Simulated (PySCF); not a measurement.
# Electric field gradients and quadrupole coupling constants

C6H10Cl2O.
SMILES with atom numbers: `[CH3:1]/[C:2](=[CH:3]\[CH2:4][CH2:5][OH:6])[CH:7]([Cl:8])[Cl:9]` (hydrogens: H10, H11, H12 on C1; H13 on C3; H14, H15 on C4; H16, H17 on C5; H18 on O6; H19 on C7)

Structure used (GFN2-xTB), in Å, numbered top down from 1:
```
atom  x, y, z in Å
C1     1.5340    1.3732   -0.2207
C2     1.1287   -0.0738   -0.1262
C3    -0.1194   -0.5066   -0.2654
C4    -1.3222    0.3556   -0.4693
C5    -2.3004    0.2094    0.7086
O6    -2.7962   -1.0942    0.8619
C7     2.2843   -0.9993    0.0935
Cl8    3.2209   -1.1288   -1.4418
Cl9    1.8383   -2.6292    0.6182
H10    2.6159    1.4706   -0.2186
H11    1.1337    1.9341    0.6224
H12    1.1568    1.8183   -1.1385
H13   -0.3339   -1.5626   -0.1843
H14   -1.8326    0.0428   -1.3860
H15   -1.0512    1.4052   -0.5667
H16   -3.1270    0.9240    0.5777
H17   -1.7886    0.4387    1.6460
H18   -3.2342   -1.3609    0.0455
H19    2.9832   -0.6072    0.8361
```

Field gradients from the PBE0/pcSseg-1 density (PySCF, non-relativistic), principal values in atomic units, ordered |Vxx| ≤ |Vyy| ≤ |Vzz|:

```
atom      Vxx      Vyy      Vzz
  O6   0.0599   1.9001  -1.9599
 Cl8  -1.9286  -2.1402   4.0688
 Cl9  -2.0110  -2.0936   4.1046
```

Question: Find the asymmetry η = (Vxx − Vyy)/Vzz and the couplings χ = eQV/h (234.96 MHz × Q in barn × V in au), with Q(17O) = −0.0256 b, Q(35Cl) = −0.0817 b.

Answer: 
```
atom     environment  nucleus     η  χzz (MHz)  χxx (MHz)  χyy (MHz)
  O6  alcohol oxygen      17O  0.94      11.79      -0.36     -11.43
 Cl8  alkyl chlorine     35Cl  0.05     -78.11      37.02      41.08
 Cl9  alkyl chlorine     35Cl  0.02     -78.79      38.60      40.19
```

The gradient is axial or nearly so (η below 0.05) at Cl9. At O6 η is above 0.9: Vyy and Vzz are nearly equal in size and opposite in sign, so a small change could swap them and flip the sign of χzz. The tensor is traceless: Vxx + Vyy + Vzz = 0.

Question: What is Vzz at Cl9 in SI units (1 au = 9.71736 × 10²¹ V/m²)?

Answer: 4.1046 au = 39.886 × 10²¹ V/m².

Question: And the gradient at the other heavy atoms, for which no coupling is worked out here?

Answer: 
| atom | environment | Vzz (au) | η |
| --- | --- | --- | --- |
| C1 | allylic carbon | 0.082 | 0.22 |
| C2 | fully substituted alkene carbon | -0.219 | 0.57 |
| C3 | alkene CH carbon | 0.323 | 0.39 |
| C4 | allylic carbon | -0.044 | 0.29 |
| C5 | carbinol carbon (C–OH) | 0.334 | 0.37 |
| C7 | CHCl2 carbon | -0.461 | 0.74 |

Question: What couplings would deuterons (Q(2H) = 0.00286 b) have in place of the hydrogens, at this geometry?

Answer: 
```json
{"atom": "H10", "bonded to": "C1", "bond length (Å)": "1.086", "Vzz (au)": "0.3131", "η": "0.05", "χzz (kHz)": "210"}
{"atom": "H11", "bonded to": "C1", "bond length (Å)": "1.089", "Vzz (au)": "0.3130", "η": "0.01", "χzz (kHz)": "210"}
{"atom": "H12", "bonded to": "C1", "bond length (Å)": "1.088", "Vzz (au)": "0.3140", "η": "0.02", "χzz (kHz)": "211"}
{"atom": "H13", "bonded to": "C3", "bond length (Å)": "1.081", "Vzz (au)": "0.3177", "η": "0.07", "χzz (kHz)": "213"}
{"atom": "H14", "bonded to": "C4", "bond length (Å)": "1.095", "Vzz (au)": "0.2999", "η": "0.01", "χzz (kHz)": "202"}
{"atom": "H15", "bonded to": "C4", "bond length (Å)": "1.088", "Vzz (au)": "0.3086", "η": "0.03", "χzz (kHz)": "207"}
{"atom": "H16", "bonded to": "C5", "bond length (Å)": "1.100", "Vzz (au)": "0.2834", "η": "0.06", "χzz (kHz)": "190"}
{"atom": "H17", "bonded to": "C5", "bond length (Å)": "1.092", "Vzz (au)": "0.2946", "η": "0.05", "χzz (kHz)": "198"}
{"atom": "H18", "bonded to": "O6", "bond length (Å)": "0.964", "Vzz (au)": "0.4655", "η": "0.14", "χzz (kHz)": "313"}
{"atom": "H19", "bonded to": "C7", "bond length (Å)": "1.093", "Vzz (au)": "0.2874", "η": "0.03", "χzz (kHz)": "193"}
```

Isolated species at its GFN2-xTB geometry (one conformer only). GFN2-xTB bond lengths can be off by several hundredths of an ångström, more for odd bonds, and the gradients follow them. With so small a basis the couplings can be 20 % off.
